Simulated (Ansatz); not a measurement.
Coupled-cluster run, `[TeH][SiH]1BC1`.

```yaml
crystal:
  periodic: [false, false, false]
  atoms:
    - {symbol: Te, position_ang: [-2.256089, 1.188869, -0.704561]}
    - {symbol: Si, position_ang: [-0.362110, 0.362191, 0.657051]}
    - {symbol: B, position_ang: [0.304442, -1.424899, 0.708525]}
    - {symbol: C, position_ang: [0.845901, -0.788805, -0.520515]}
    - {symbol: H, position_ang: [-1.520705, 2.642699, -1.022564]}
    - {symbol: H, position_ang: [0.167372, 1.447882, 1.523547]}
    - {symbol: H, position_ang: [0.784062, -2.161241, 1.506879]}
    - {symbol: H, position_ang: [1.895745, -0.851050, -0.805055]}
    - {symbol: H, position_ang: [0.230082, -0.461846, -1.360508]}
basis:
  gaussian: {orbitals: def2-SVP}
correlation: {method: ccsd_t}
```

```sh
$ ansatz run in.yaml --threads 4 --pin off --events-out ev --progress --plain --max-ram 10444MiB
```

The program prints (abridged):

```
Functional definition: HF
1047 factors; integrals over basis functions are off by at most 1.2e-3 eV
mean field evaluation 1: about -16900.5548 eV, gradient 2.7e1 eV
mean field evaluation 2: about -16900.6123 eV, gradient 2.7e1 eV
mean field evaluation 4: about -16903.1833 eV, gradient 3.0e0 eV
mean field evaluation 8: about -16903.2340 eV, gradient 1.9e-1 eV
mean field -16903.23438656 eV, -621.1824062822 hartree, gradient 2.6e-6 eV, S^2 0.000000; 2 other end points of the search recorded, 0 dependent functions left out
11 core orbitals not correlated: weight in the atoms' cores, before any rotation towards them, 1.000 or more for the frozen orbitals, at most 0.000 for the correlated occupied ones
reference -16903.23438656 eV, -621.1824062822 hartree; 16, 16 occupied and 70, 70 virtual orbitals, 1047 factors
second order -12.01867340 eV of doubles, -0.00000000 eV of singles
cycle   1  -12.85654618 eV  change   -8.4e-1 eV  update   9.5e-2
cycle   2  -13.27763883 eV  change   -4.2e-1 eV  update   3.1e-2
cycle   3  -13.34400673 eV  change   -6.6e-2 eV  update   1.4e-2
cycle   4  -13.34039503 eV  change    3.6e-3 eV  update   5.0e-3
cycle   5  -13.34001421 eV  change    3.8e-4 eV  update   2.5e-3
cycle   6  -13.33985740 eV  change    1.6e-4 eV  update   1.0e-3
cycle   7  -13.33987733 eV  change   -2.0e-5 eV  update   4.0e-4
cycle   8  -13.33999560 eV  change   -1.2e-4 eV  update   1.6e-4
cycle   9  -13.33998754 eV  change    8.1e-6 eV  update   6.0e-5
cycle  10  -13.33997026 eV  change    1.7e-5 eV  update   2.4e-5
perturbative correction -0.51003535 eV, -0.0187434535 hartree
Total energy: -16917.08439217 eV, -621.6913846006 hartree
```

It took 4.1 s on 4 threads of an Intel Xeon Platinum 8488C on a shared host, with 0.43 GiB of host memory at the peak.

MP2 recovers 86.8 % of the CCSD(T) correlation energy and the triples give 3.7 %; T1 = 0.0125.
